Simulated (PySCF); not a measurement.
# Spinor energies of Bi⁵⁴⁺ (bismuth, charge +54)

Start: [Ar] 3d10 4s1; 4s1/2 filled at m_j = +1/2. Calculated with PySCF 2.14 in an uncontracted even-tempered set (16 s from 8.6 bohr⁻², ratio 2.8; 13 p from 11 bohr⁻², ratio 2.8; 8 d from 20 bohr⁻², ratio 2.8; 4 f from 44 bohr⁻², ratio 3): generalised Hartree-Fock with the X2C-1e Hamiltonian and a Gaussian nucleus; one run each with spin-orbit coupling (SO) switched off, then screened by Boettger's factors.

```
spinor shell  electrons  ε, spin-free (eV)  ε, screened SO (eV)  weight of nominal j (screened SO)  rms radius, screened SO (bohr)
       1s1/2          2           -94168.8             -94129.9                              1.000                          0.0178
       2s1/2          2           -19567.7             -19556.2                              1.000                          0.0716
       2p1/2          2           -17206.8             -18898.8                              1.000                          0.0605
       2p3/2          4           -17206.8             -16562.7                              1.000                          0.0689
       3s1/2          2            -6931.2              -6928.1                              1.000                           0.181
       3p1/2          2            -6241.6              -6641.8                              1.000                           0.172
       3p3/2          4            -6241.6              -6086.4                              1.000                           0.187
       3d3/2          4            -5569.5              -5640.0                              1.000                           0.162
       3d5/2          6            -5569.5              -5521.4                              1.000                           0.166
       4s1/2          1            -3382.5              -3381.8                              1.000                           0.370
```

```csv
quantity,spin-free,screened SO
E (hartree),-19221.20302,-19260.68608
M_J,1/2,1/2
⟨J²⟩,0.750,0.750
⟨L²⟩,0.000,0.104
⟨S²⟩,0.750,0.854
```

Each row is a mean over spinors that exchange with the open shell spreads, by up to 6.988 eV (3s1/2).

Breit and QED terms are absent; they matter most for the inner s and p1/2 levels.

Densities and radii are taken from the X2C orbitals without a picture-change correction, which distorts them close to the nucleus.

Without spin-orbit coupling the j labels of p, d and f shells carry no meaning; the spin-free column gives the mean over the occupied spinors of each nl shell.
